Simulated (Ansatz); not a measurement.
This geometry of BH4OSbTe (8 atoms, charge 0, multiplicity 1) is a first-order saddle point.

These are results of Ansatz 0.2.0, RKS B3LYP-D4/def2-SVP, not measurements.

```xyz
8
Properties=species:S:1:pos:R:3
B -0.578 1.028 -0.225
Sb 0.765 -0.502 -1.189
O 2.445 -0.271 -0.101
Te -1.075 -1.042 0.979
H -1.571 1.329 -0.838
H -0.111 1.748 0.620
H 2.407 -0.655 0.786
H -2.190 -1.691 -0.086
```

Problem. Which two structures does it join? (They come from a converged band through this point; their orientation in space is the band's.)

Solution. No bond is made or broken. The dihedral Te4–Sb2–O3–H7 goes from 107 to -70°.

Initial state:

```xyz
8
Properties=species:S:1:pos:R:3
B -0.620 0.999 -0.262
Sb 0.834 -0.550 -0.998
O 2.275 -0.137 0.343
Te -1.233 -0.955 1.012
H -1.533 1.263 -1.002
H -0.188 1.787 0.539
H 2.883 -0.887 0.406
H -2.326 -1.577 -0.095
```

Final state:

```xyz
8
Properties=species:S:1:pos:R:3
B -0.503 0.839 -0.235
Sb 0.834 -0.761 -1.098
O 2.393 -0.508 0.136
Te -1.188 -1.126 0.979
H -1.435 1.227 -0.891
H 0.021 1.554 0.588
H 2.307 0.342 0.595
H -2.337 -1.624 -0.130
```

Problem. How far does it lie above each of them?

Solution. 19.1 kJ/mol above the first and 23.0 kJ/mol above the second. This is the barrier of this one path; another mechanism may lie lower.

Run time: 2.6 min on 2 threads of Intel(R) Xeon(R) Platinum 8488C (Sapphire Rapids) (shared host), peak memory 0.27 GiB.
